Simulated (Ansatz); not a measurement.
Ansatz (a program for electronic structure) input (r2SCAN/6-31G*):

Ansatz 0.2 input:
```yaml
crystal:
  periodic: [false, false, false]
  atoms:
    - {symbol: C, position_ang: [-0.00000000, -0.00000000, -1.56301822]}
    - {symbol: Br, position_ang: [0.00000000, 0.00000000, 0.26794598]}
basis:
  gaussian:
    orbitals: 6-31G*
hamiltonian:
  xc: {name: r2SCAN}
magnetization: {spin_polarized: true, initial_magnetization: 1}
```

Output:

```
Functional definition: r2SCAN
integrals: 0.01 GiB planned
513 factors; their error is unknown
mean field: 0.14 GiB planned
mean field evaluation 1: about -71067.3650 eV, gradient 1.7e1 eV
mean field evaluation 2: about -71062.6822 eV, gradient 3.1e1 eV
mean field evaluation 4: about -71069.0699 eV, gradient 1.1e0 eV
mean field evaluation 8: about -71069.0539 eV, gradient 1.8e-2 eV
mean field evaluation 16: about -71068.7980 eV, gradient 5.3e0 eV
mean field evaluation 32: about -71069.0539 eV, gradient 2.7e-5 eV
mean field -71069.05388781 eV, -2611.7395580420 hartree, gradient 2.7e-5 eV, S^2 0.754536; 4 other end points of the search recorded, 0 dependent functions left out
reference -71069.05389407 eV, -2611.7395582723 hartree; 21, 20 occupied and 29, 30 virtual orbitals, 513 factors
Total energy: -71069.05389407 eV, -2611.7395582723 hartree
```
